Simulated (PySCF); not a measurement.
# Telling isomers of C3H10N2OSi apart by NMR

Theoretical values (PySCF 2.14.0 with density-fitted response routines): geometry: GFN2-xTB, GIAO PBE0/pcSseg-1 shieldings. Equivalent nuclei averaged, one conformer, non-relativistic Hamiltonian, gas phase.

Chemical shifts δ = σref − σ; 1H (σ = 31.72 ppm) and 13C (σ = 186.93 ppm) vs TMS, all at this level. Where no couplings were computed, multiplicities follow the n + 1 count of equivalent neighbours, and m marks all less simple cases (inequivalent or close neighbours, rings, F or P nearby). Acid and N–H amide carbonyl carbons lie up to 10 ppm further downfield in solution (hydrogen bonding). Shifts are as computed. Against solution values, carbons near 30 ppm lie about +3 ppm off and those near 130 ppm about +5 ppm. Of 1211 compounds with measured shifts, 218 miss one by over three times the rms of a fit or turn the order of signals round; such compounds aren't used in these exercises. OH and NH positions are gas-phase values without hydrogen bonding to other molecules.

(1) Tabulate the signals of `C=N[Si@H](O)N(C)C`, `CN(C)[SiH2]C(N)=O` and their relative energies.

(2) What is the quickest way to tell C=N[Si@H](O)N(C)C from CN(C)[SiH2]C(N)=O?

Results:

(1) 
```tsv
SMILES	carbon types	δC	δH	E rel. (kcal/mol)
C=N[Si@H](O)N(C)C	1×CH2 2×CH3	173.5, 37.7	8.88 (m, 1H), 8.75 (m, 1H), 4.76 (s, 1H), 2.52 (s, 6H), 1.89 (br s, 1H)	0.0
CN(C)[SiH2]C(N)=O	1×C 2×CH3	182.1, 41.9	5.51 (br s, 2H), 4.69 (s, 2H), 2.67 (s, 6H)	16.0
```

Energies are electronic energies at PBE0/pcSseg-1 on these geometries, without zero-point or thermal terms, each for the one conformer computed, which needn't be the lowest.

(2) Both give the same number of carbon signals, but DEPT or the intensities differ. The first has a C=N carbon (CH2) at 173.5 ppm, the second a carbonyl carbon (C) at 182.1 ppm. In the proton spectra the most deshielded non-exchanging signals are 8.88 (m, 1H) and 4.69 (s, 2H).
